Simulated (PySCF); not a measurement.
Compound: SiMe2(pyrrolidide)2, C10H22N2Si.
InChI=1S/C10H22N2Si/c1-13(2,11-7-3-4-8-11)12-9-5-6-10-12/h3-10H2,1-2H3

The closed-shell ground state was solved at several levels (PySCF, density fitting, gas phase, non-relativistic). The structure is a single PBE0-D3(BJ)/def2-SVP conformer in the gas phase; no vibrational or solvent corrections.

```csv
level,basis functions,HOMO (eV),LUMO (eV),gap (eV),dipole (D)
wB97X-D/pcSseg-1,338,-7.47,2.82,10.29,0.62
PBE0/def2-SVPD,440,-5.64,0.48,6.12,0.50
```

Task: Estimate the row for PBE0/pcSseg-1, a basis of 338 functions; the other rows only guide the guess.

Result: HOMO -5.62 eV, LUMO 1.04 eV, gap 6.66 eV, dipole 0.58 D.

Task: Over all these levels, which gives the widest orbital gap and which the narrowest?

Result: wB97X-D/pcSseg-1 (range-separated hybrid) has the widest, 10.29 eV, and PBE0/def2-SVPD (global hybrid, 25 % exact exchange) the narrowest, 6.12 eV. Functional and basis both differ between the two, so the spread mixes both effects.

Task: How far do the dipole and the HOMO energy spread over the levels?

Result: The dipole runs from 0.50 to 0.62 D (mean 0.57 D) and the HOMO from -7.47 to -5.62 eV.
